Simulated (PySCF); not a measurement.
BCl$_{3}$, charge +1, doublet, geometry from GFN2-xTB (a state made from the parent by changing its charge; the spin is typed, not shown lowest); PySCF with MN15/def2-SV(P).

PySCF was given this input:
```python
from pyscf import gto, scf, dft

mol = gto.M(
    atom='''
B     0.003363    0.011390    0.007182
Cl    1.663752   -0.235445   -0.408300
Cl   -0.647685   -0.715203    1.434993
Cl   -1.017057    0.947297   -1.028805
''',
    basis='def2-sv(p)',
    charge=1,
    spin=1,
    verbose=4,
)

mf = dft.UKS(mol)
mf.xc = 'mn15'
mf.grids.prune = dft.gen_grid.treutler_prune
mf.kernel()
```

It wrote (shortened):

```
PySCF version 2.14.0

[INPUT] verbose = 4
[INPUT] num. atoms = 4
[INPUT] num. electrons = 55
[INPUT] charge = 1
[INPUT] spin (= nelec alpha-beta = 2S) = 1
[INPUT] symmetry False subgroup None
[INPUT] Mole.unit = angstrom
[INPUT] Symbol           X                Y                Z      unit          X                Y                Z       unit  Magmom
[INPUT]  1 B      0.003363000000   0.011390000000   0.007182000000 AA    0.006355148957   0.021523980559   0.013572013027 Bohr   0.0
[INPUT]  2 Cl     1.663752000000  -0.235445000000  -0.408300000000 AA    3.144035619197  -0.444926567398  -0.771575176660 Bohr   0.0
[INPUT]  3 Cl    -0.647685000000  -0.715203000000   1.434993000000 AA   -1.223947264989  -1.351537793467   2.711743760668 Bohr   0.0
[INPUT]  4 Cl    -1.017057000000   0.947297000000  -1.028805000000 AA   -1.921959183072   1.790131888622  -1.944159685583 Bohr   0.0

nuclear repulsion = 231.214377320908
number of shells = 30
number of NR pGTOs = 132
number of NR cGTOs = 68
basis = def2-sv(p)
ecp = {}

******** <class 'pyscf.dft.uks.UKS'> ********
method = UKS
initial guess = minao
damping factor = 0
level_shift factor = 0
DIIS = <class 'pyscf.scf.diis.CDIIS'>
diis_start_cycle = 1
diis_space = 8
diis_damp = 0
SCF conv_tol = 1e-09
SCF conv_tol_grad = None
SCF max_cycles = 50
direct_scf = True
direct_scf_tol = 1e-13
number electrons alpha = 28  beta = 27
XC library pyscf.dft.libxc version 7.1.2
    S. Lehtola, C. Steigemann, M. J. T. Oliveira, and M. A. L. Marques,  SoftwareX 7, 1–5 (2018)
XC functionals = mn15
    H. S. Yu, X. He, S. L. Li, and D. G. Truhlar,  Chem. Sci. 7, 5032–5051 (2016)
    H. S. Yu, X. He, S. L. Li, and D. G. Truhlar,  Chem. Sci. 7, 5032–5051 (2016)
radial grids:
    Treutler-Ahlrichs [JCP 102, 346 (1995); DOI:10.1063/1.469408] (M4) radial grids

becke partition: Becke, JCP 88, 2547 (1988); DOI:10.1063/1.454033
pruning grids: <function treutler_prune>
grids dens level: 3
symmetrized grids: False
atomic radii adjust function: <function treutler_atomic_radii_adjust>
small_rho_cutoff = 0
Set gradient conv threshold to 3.16228e-05
tot grids = 67704
init E= -1405.14950341852

cycle= 1 E= -1404.23983417416  delta_E= 0.91  |g|= 0.286  |ddm|= 1.71
cycle= 2 E= -1404.21896159723  delta_E= 0.0209  |g|= 0.372  |ddm|= 0.657
cycle= 3 E= -1404.29583503808  delta_E= -0.0769  |g|= 0.0203  |ddm|= 0.37
cycle= 4 E= -1404.29603929563  delta_E= -0.000204  |g|= 0.00568  |ddm|= 0.0374
cycle= 5 E= -1404.29605849298  delta_E= -1.92e-05  |g|= 0.000798  |ddm|= 0.0091
cycle= 6 E= -1404.29605946257  delta_E= -9.7e-07  |g|= 0.000263  |ddm|= 0.00186
cycle= 7 E= -1404.29605962698  delta_E= -1.64e-07  |g|= 9.66e-05  |ddm|= 0.000805
cycle= 8 E= -1404.29605963701  delta_E= -1e-08  |g|= 0.000108  |ddm|= 0.00031
cycle= 9 E= -1404.29605964524  delta_E= -8.23e-09  |g|= 8.63e-06  |ddm|= 0.000158
cycle= 10 E= -1404.29605964535  delta_E= -1.09e-10  |g|= 2.25e-06  |ddm|= 2.4e-05
Extra cycle  E= -1404.29605964536  delta_E= -5e-12  |g|= 1.43e-06  |ddm|= 3.94e-06
converged SCF energy = -1404.29605964536  <S^2> = 0.75309163  2S+1 = 2.0030892
```
